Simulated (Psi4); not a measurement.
Interaction energy of Br2 ··· Na+ (SMILES BrBr and [Na+]) (charge +1). Monomers: optimised at B3LYP-D3(BJ) (def2-TZVP), held rigid. Orientation: lowest of the rigid-body minima from ten starts at GFN2-xTB (searched outside a hard wall at short contacts). The monomers approach along the line of their centres of mass (distance R); nothing else relaxes. The shortest distances reach bonding range, where SAPT0 and rigid monomers are unreliable.

- SCS-MP2/aug-cc-pVTZ = DF-SCS-MP2/aug-cc-pVTZ, all electrons correlated, counterpoise-corrected run with Psi4 1.11
- PBE/def2-TZVP, counterpoise-corrected (Psi4)
- SAPT0/jun-cc-pVDZ, all electrons correlated (Psi4)

Interaction energies in kJ/mol:

```tsv
R / Å	SCS-MP2/aug-cc-pVTZ	PBE/def2-TZVP
3.42	-13.26	-23.43
3.65	-23.79	-31.17
3.84	-25.00	-30.93
4.06	-22.79	-27.53
4.21	-20.42	-24.50
4.57	-14.56	-17.24
4.80	-11.41	-13.32
5.38	-6.05	-6.55
6.06	-2.96	-2.74
7.04	-1.13	-0.78
8.34	-0.31	-0.07
```

### Question
Estimate the SAPT0/jun-cc-pVDZ values at these points.

### Answer
3.42: -4.71; 3.65: -16.90; 3.84: -19.32; 4.06: -18.27; 4.21: -16.55; 4.57: -11.81; 4.80: -9.14; 5.38: -4.48; 6.06: -1.84; 7.04: -0.49; 8.34: 0.00 (kJ/mol).
